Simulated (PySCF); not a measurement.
# One molecule, several mistakes: CGeH7NSi

These are calculations, not measurements. They come from PySCF 2.14.0, an open-source quantum chemistry program, on an isolated molecule that a program drew, which may never have been made. The molecule is CGeH7NSi (charge 0, singlet), drawn as the SMILES string `[CH3][GeH2][NH][SiH]`.

Each row is a Hartree-Fock (HF) and frozen-core CCSD(T) single point in the cc-pV(D+d)Z basis, meant for a local HF minimum. Run 1 is clean. Each other run has one planted mistake out of seven kinds, and not every kind appears here: one electron removed, one electron added, multiplicity raised by two, geometry at a saddle point, minimal basis STO-3G, one bond length entered in bohr, all coordinates scaled. The reference is restricted for singlets and unrestricted otherwise, and also for a bond in bohr. Adding or removing an electron swaps singlet and doublet. Electrons count all cores. HOMO and LUMO are orbital energies over both spins, the gradient is its largest component, and the lowest frequency (negative if imaginary) is given only where the gradient is small. Bond lengths are over the 10 bonds as drawn. T1 is the CCSD diagnostic: over 0.02 (restricted) or 0.045 (unrestricted) a single reference is doubtful. Germanium has the cc-pVDZ-PP basis, with a core potential (ECP10MDF) in place of its 10 inner electrons, and its 3s, 3p and 3d shells are frozen in CCSD(T).

Geometry of the clean run:
```xyz
11
CGeH7NSi, angstrom
C    -0.3306   -1.4912   -0.0405
Ge    0.2414    0.1248   -0.9743
N     1.8310    0.7764   -0.2376
Si    2.1599    1.4831    1.2834
H    -0.5133   -1.2715    1.0128
H    -1.2530   -1.8752   -0.4818
H     0.4398   -2.2612   -0.1120
H     0.5481   -0.1715   -2.4495
H    -0.8221    1.2216   -0.8767
H     2.6217    0.7029   -0.8556
H     0.7358    1.3874    1.8270
```

| run | electrons | basis functions | <S^2> | HOMO (eV) | LUMO (eV) | gradient (hartree/bohr) | lowest frequency (cm^-1) | mean bond (Å) | longest bond (Å) | T1 | HF (hartree) | CCSD(T) (hartree) | mistake |
|---|---|---|---|---|---|---|---|---|---|---|---|---|---|
| 1 | 66 | 109 | 0.000 | -8.48 | 1.81 | 3.2e-05 | 56 | 1.4406 | 1.952 | 0.0146 | -678.70321 | -679.28043 | no fault |
| 2 | 66 | 109 | 2.006 | -6.70 | 0.55 | 3.9e-02 | - | 1.4406 | 1.952 | 0.0153 | -678.64421 | -679.19493 | multiplicity raised by two |
| 3 | 66 | 109 | 0.000 | -8.60 | 1.64 | 2.8e-02 | - | 1.4996 | 2.032 | 0.0164 | -678.68750 | -679.27393 | all coordinates scaled |
| 4 | 65 | 109 | 0.773 | -15.44 | -6.40 | 5.3e-02 | - | 1.4406 | 1.952 | 0.0204 | -678.43074 | -678.98210 | ? |

**Which mistake was planted in run 4, and what did it cost?**

It counts 65 electrons, one fewer than the clean run, at the same geometry and basis. So the mistake is: one electron removed. Subtracting run 1 and multiplying by 627.51 kcal/mol a hartree, the energy moved by 171.0 kcal/mol in HF and 187.2 kcal/mol in CCSD(T).

